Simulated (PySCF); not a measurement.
## How methods differ on the excitation energy of Ti

Ti [Ar] 3d2 4s2 (3F) → Ti [Ar] 3d4 (5D), as a difference of total energies. All numbers are calculated (PySCF 2.14, scalar relativity by spin-free X2C-1e, in ANO-RCC-VTZP (6s5p3d2f1g, 59 functions)). Correlated levels: valence and next inner shell: [Ne] frozen. The calculations carry no spin-orbit coupling.

```tsv
method	excitation energy (cm⁻¹)
UHF	37945
MP2 (valence and next inner shell)	27759
SCS-MP2 (valence and next inner shell)	36215
CCSD (valence and next inner shell)	32713
CCSD(T) (valence and next inner shell)	32369
```

A first-order spin-orbit estimate (lowest level to lowest level, LS coupling) adds 0.017 eV.
